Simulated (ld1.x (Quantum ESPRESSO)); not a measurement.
**Plane-wave convergence, TM potential for Xe**

* Element: xenon (Xe)
* Generator: ld1.x (Quantum ESPRESSO) 7.5
* Type: norm-conserving Troullier–Martins (Kleinman–Bylander form)
* Functional: PBE
* Relativity: fully relativistic
* Frozen core: [Kr]
* Valence charge: 18
* Reference configuration: 4d10 5s2 5p5 (charge +1)
* Partial waves: 5p (bound): rc 1.50 bohr; 4d (bound): rc 1.20 bohr; 5s (bound): rc 1.35 bohr
* Local potential: the s channel
* Core correction: a·sin(br)/r model core, default radius (core density twice the valence density)

Open shells are filled in proportion to 2j + 1 (rel_dist='average').

The pseudo-atom Hamiltonian at the reference potential is diagonalised in spherical Bessel functions j_l(qr) that vanish at 20 bohr, with q² up to the cutoff. All-electron valence levels (Ry): 5p1/2 -1.3198, 5p3/2 -1.2183, 4d3/2 -5.1837, 4d5/2 -5.0376, 5s -2.1350.

Problem. How do the lowest levels (Ry) of each channel move with the cutoff, and are there ghosts?

Solution.

```csv
cutoff (Ry),p1/2 #1,p1/2 #2,p3/2 #1,d3/2 #1,d5/2 #1,s #1,s #2,f #1,f #2,Σ f·Δε (mRy)
8,-1.2564,-0.2486,-0.8548,-0.5930,-0.5975,-1.9612,-0.3745,-0.0522,0.0388,46667.4
21,-22.9303,-1.2568,-1.0729,-1.1194,-1.1522,-2.0350,-0.3857,-0.0522,0.0385,40359.0
45,-39.9034,-1.3160,-1.2128,-3.7504,-3.7267,-2.1251,-0.4035,-0.0523,0.0385,13643.4
90,-45.1093,-1.3194,-1.2177,-5.1538,-5.0127,-2.1333,-0.4046,-0.0523,0.0385,275.0
160,-47.3025,-1.3197,-1.2181,-5.1833,-5.0373,-2.1345,-0.4048,-0.0523,0.0385,4.9
300,-47.8374,-1.3198,-1.2183,-5.1837,-5.0377,-2.1349,-0.4048,-0.0523,0.0385,0.0
400,-47.8996,-1.3198,-1.2183,-5.1837,-5.0377,-2.1349,-0.4048,-0.0523,0.0385,0.0
```

Result: ghost state, extra bound levels that the all-electron valence spectrum of the same l lacks: p1/2 at -651.7 eV (a true bound ghost makes a file unfit for plane-wave use); 10 mRy is reached at 140 Ry and 1 mRy at 230 Ry.

1 of 7 tests not solved or not reliable.
